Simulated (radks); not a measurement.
Task: These are the eigenvalues of the occupied orbitals of an atom or ion with whole-number occupations (hartree). All-electron calculation, scalar-relativistic Kohn-Sham, r2SCAN, spin-polarised, spherical densities, finite nucleus; meta-GGA in the generalised Kohn-Sham scheme; Fermi nuclear charge, rms radius of each element as measured or else 0.836 A^(1/3) + 0.57 fm. Program: a radial shooting solver on a logarithmic mesh with Libxc functionals.

| orbital | eigenvalue |
|---|---|
| 1s down | -3097.924 |
| 1s up | -3097.923 |
| 2s up | -582.2501 |
| 2s down | -582.2468 |
| 2p up | -507.4332 |
| 2p down | -507.4295 |
| 3s up | -168.3161 |
| 3s down | -168.0717 |
| 3p up | -146.5814 |
| 3p down | -146.3328 |
| 3d up | -123.7395 |
| 3d down | -123.5497 |
| 4s up | -64.75229 |
| 4s down | -64.40380 |
| 4p up | -57.17125 |
| 4p down | -56.84070 |
| 4d up | -48.34205 |
| 4d down | -48.00522 |
| 4f up | -39.01886 |

Which element is it, and in what charge state? The configuration may be excited. Open shells, if any, are filled with parallel spins first.

Result: Z = 80, mercury, charge +30: Hg30+ in [Kr] 4d10 4f4. The list shows which subshells hold electrons but not how many an open one holds; the 1s level, -3097.9 hartree, gives Z - s = 78.7 by -(Z - s)^2/2, which with screening and relativity narrows Z to a few neighbours, and the depths of the outer levels then fix element, charge and occupations together.
